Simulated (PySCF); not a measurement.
Input of an EPR job (settings, then geometry in Å):

```
{"job": {"kind": "epr", "basis": "pcH-1"}, "charge": 0, "multiplicity": 2}
C     -2.524715    -0.771999    -0.163159
C     -1.486626     0.254335     0.057909
O     -0.222414    -0.222071     0.364506
C      0.677174     0.699825     0.827079
F      0.289773     1.145827     2.061801
O      1.912470     0.148504     0.989695
C      2.557588    -0.180054    -0.226984
H     -3.345550    -0.350230    -0.738696
H     -2.097451    -1.618379    -0.696308
H     -2.935281    -1.149310     0.781811
H     -1.731463     1.243710     0.407785
H      0.696571     1.606193     0.174369
H      2.662745     0.707525    -0.860885
H      2.004438    -0.951936    -0.767950
H      3.538326    -0.553951     0.054875
```

Method: UKS B3LYP, pcH-1 on C F H O, non-relativistic, mean-field spin-orbit, GIAO in PySCF 2.14.0. Isolated species at its GFN2-xTB geometry (one conformer only). A GFN2-xTB geometry isn't a minimum of the functional, and hyperfine couplings can be far from their values at a DFT geometry.

Output of the driver script. The program numbers atoms from 0.

```
UKS, coarse grid
  cycle   1  E = -407.33871358  |g| = 6.70e-01
  cycle   2  E = -407.15299009  |g| = 1.02e+00
  cycle   3  E = -407.48748649  |g| = 6.08e-02
  cycle   4  E = -407.48835493  |g| = 4.04e-02
  cycle   5  E = -407.48901573  |g| = 9.26e-03
  cycle   6  E = -407.48904001  |g| = 4.36e-03
  cycle   7  E = -407.48904767  |g| = 1.08e-03
  cycle   8  E = -407.48904831  |g| = 6.29e-04
UKS, final grid
  cycle   1  E = -407.48899889  |g| = 9.15e-04
  cycle   2  E = -407.48899845  |g| = 1.48e-03
  cycle   3  E = -407.48899918  |g| = 1.04e-04
  cycle   4  E = -407.48899918  |g| = 2.18e-05
E = -407.48899918 Eh   <S^2> = 0.7534 (exact 0.7500)
g shifts (ppm)      1          2          3
  rmc          -180       -180       -180
  gc             -5         50         38
  oz_so          92       1038       1695
  total         -94        907       1553
hyperfine (MHz)  atom isotope    a_iso     a_fc   dipolar eigenvalues
    0   13C     -23.38     -23.38     -2.07     -1.19      3.26
    1   13C     149.28     149.28    -80.18    -78.35    158.53
    2   17O     -18.52     -18.52    -50.20     23.94     26.27
    3   13C      -3.88      -3.88     -1.97      0.14      1.82
    4   19F      10.26      10.26    -14.38    -10.14     24.52
    5   17O       0.21       0.21     -0.76      0.14      0.62
    6   13C       0.71       0.71     -0.40     -0.30      0.70
    7    1H      28.51      28.51     -5.44     -4.68     10.12
    8    1H      33.43      33.43     -5.06     -4.57      9.63
    9    1H     140.92     140.92     -4.84     -2.84      7.68
   10    1H     -39.35     -39.35    -36.44     -1.48     37.92
   11    1H       4.69       4.69     -4.42     -3.44      7.86
   12    1H       0.16       0.16     -1.18     -1.05      2.23
   13    1H       0.52       0.52     -1.77     -1.57      3.34
   14    1H       0.18       0.18     -0.70     -0.65      1.35
```

|g| in the SCF lines is the orbital gradient. In the g block, columns 1 to 3 are the principal axes in rising order; rmc is the relativistic mass correction, gc the gauge correction and oz_so the orbital-Zeeman/spin–orbit term. a_fc is the Fermi-contact part of a_iso, here all of it, since this run has no spin–orbit term in the hyperfine coupling.

Question: Is the state sound, as far as the log shows?

Answer: The SCF converged after 12 cycles in all, 8 of them on the coarse grid; no stability test was run. ⟨S²⟩ = 0.7534 against the exact 0.7500, so spin contamination is small.

Question: What are the principal g values and g_iso?

Answer: Adding the total shifts to 2.002319 gives 2.00223, 2.00323, 2.00387; their mean shift is 789 ppm, so g_iso = 2.00311.

Question: Which couplings shape the isotropic spectrum at natural abundance (0.05 mT or more)? Keep the log's numbering.

Answer: atoms 7, 8, 9 (1H, I = 1/2): mean 67.6 MHz = 2.41 mT in magnitude, a 1:3:3:1 quartet; atom 10 (1H, I = 1/2): -39.4 MHz = 1.40 mT in magnitude, a 1:1 doublet; atom 4 (19F, I = 1/2): 10.3 MHz = 0.37 mT in magnitude, a 1:1 doublet; atom 11 (1H, I = 1/2): 4.7 MHz = 0.17 mT in magnitude, a 1:1 doublet. Together 32 lines to first order. Nuclei that the bonding pattern makes equivalent are averaged, as if the motion that swaps them (rotation, inversion, ring flip) were fast. The three 1H nuclei of mean +67.6 MHz run from 28.5 to 140.9 MHz in the frozen geometry.

Question: What are the principal values of the full tensor of atom 2 (17O)?

Answer: a_iso plus each dipolar eigenvalue: -68.72, 5.41, 7.75 MHz.

The species is `C[CH]O[C@@H](F)OC` [radical]. The run used 255 basis functions and 5 iterations of the response equations. 

On an Arm Neoverse V1 with one thread, on a shared host, this took 47 s of wall time (grids of density and orbitals included) and 0.99 GiB of memory at its peak.

The values belong to the conformer `[CH3:1][CH:2][O:3][C@@H:4]([F:5])[O:6][CH3:7]`: C1–C2–O3–C4 -168°, C2–O3–C4–F5 68°, O3–C4–O6–C7 70°.
Labels such as C1 count atoms from 1, the log's own numbers from 0.
